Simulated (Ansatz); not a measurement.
`BN[SiH2]OC` and `CO[SiH2]N[SiH2]O` differ in one atom or group.

Ansatz, PBE0-D4/def2-TZVP geometries, multiplicity 1. Each molecule was computed in one conformer, which needn't be the lowest.

```csv
property,`BN[SiH2]OC`
LUMO energy (PBE/def2-TZVPP) / eV,-1.17
size of the dipole moment (PBE/def2-TZVPP) / D,2.12
LUMO energy (B3LYP/def2-TZVPP) / eV,-0.39
LUMO energy (ωB97M-V/def2-TZVPP) / eV,1.69
HOMO–LUMO gap (ωB97M-V/def2-TZVPP) / eV,12.27
size of the dipole moment (B3LYP/def2-TZVPP) / D,2.08
```

**Question.** What does the change do to each property? (An estimate is asked.)

**Answer.** Computed: 
```
                                        property  `CO[SiH2]N[SiH2]O`  shift
               LUMO energy (PBE/def2-TZVPP) / eV               -0.38   0.79
  size of the dipole moment (PBE/def2-TZVPP) / D                2.78   0.66
             LUMO energy (B3LYP/def2-TZVPP) / eV                0.26   0.65
           LUMO energy (ωB97M-V/def2-TZVPP) / eV                2.06   0.37
         HOMO–LUMO gap (ωB97M-V/def2-TZVPP) / eV               12.10  -0.17
size of the dipole moment (B3LYP/def2-TZVPP) / D                2.91   0.83
```

With PBE0 the HOMO rises by 0.48 eV and the LUMO rises by 0.67 eV, so the gap widens by about 0.19 eV. PBE moves the HOMO by 0.36 eV and ωB97M-V by 0.54 eV. Dipoles are sizes alone; their direction can turn.

B3LYP here is the variant with VWN-RPA as its local correlation; programs differ in this.
